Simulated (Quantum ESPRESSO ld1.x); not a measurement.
Coherent X-ray form factor from a spherical all-electron density. All-electron calculation, scalar-relativistic Kohn-Sham, LDA (Slater exchange, Perdew-Zunger correlation), spin-unpolarised, spherical densities, point nucleus. Program: ld1.x of Quantum ESPRESSO 7.5.

sin(theta)/lambda (1/angstrom)  f0 (electrons)
0.05                                    39.707
0.1                                     38.855
0.15                                    37.524
0.2                                     35.828
0.25                                    33.900
0.3                                     31.869
0.4                                     27.916
0.5                                     24.525
0.6                                     21.836
0.8                                     18.031
1                                       15.206
1.25                                    12.158
1.5                                      9.657
2                                        6.642

The species is in the configuration that NIST lists as its ground one. Which atom or ion scatters so?

Answer. The silver ion Ag7+, [Kr] 4d4. Extrapolating in s^2 from the first two rows gives f0(0) = 40.0, near the electron count 40; among species with that count, the fall with angle is slower the higher Z, and the table is that of Z = 47; from so few rows the species is fixed only to a neighbour or two.
